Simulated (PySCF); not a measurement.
[WO2]+: from structure and modes to constants

Computed with UPBE0/[W def2-TZVP with ECP60, O def2-TZVP], scalar-relativistic core potentials, density fitting, no spin–orbit coupling, PySCF.

The doublet minimum has C2v symmetry. Masses (u): W 183.95093, O 15.99492.

```xyz
3
charge 1 multiplicity 2, angstrom
W     0.0000    0.0000   -0.1531
O     1.3007    0.0000    0.8818
O    -1.3007    0.0000    0.8818
```

Harmonic wavenumbers (cm⁻¹): 404.3 (a1, ×1), 1061.8 (b2, ×1), 1122.6 (a1, ×1).

Q: Find the principal moments of inertia and the rotational constants. What kind of rotor is it?

A: About the centre of mass I = 29.185, 54.117, 83.302 u Å². With B = 16.8576/I this gives 0.5776, 0.3115, 0.2024 cm⁻¹. The molecule is an asymmetric top with κ = -0.42.

Q: What is the harmonic zero-point energy?

A: Half the sum of all 3 wavenumbers, 2589/2 = 1294 cm⁻¹, which is 15.5 kJ/mol (1 cm⁻¹ = 0.0119627 kJ/mol).

Q: Give the standard entropy (298.15 K, 1 bar) by its translational, rotational, vibrational and spin parts, and Cp.

A: Sackur–Tetrode with M = 215.94 u gives 175.9; rotation with symmetry number 2 gives 91.8; vibration 4.5; spin R ln 2 = 5.8. The total is 277.9 J/(mol K), and Cp = 4 R + 8.5 = 41.8 J/(mol K).

This need not be the most stable arrangement of these atoms. Other spin states or occupations of the open shell can lie lower. Spin–orbit coupling, left out here, can matter for elements this heavy.
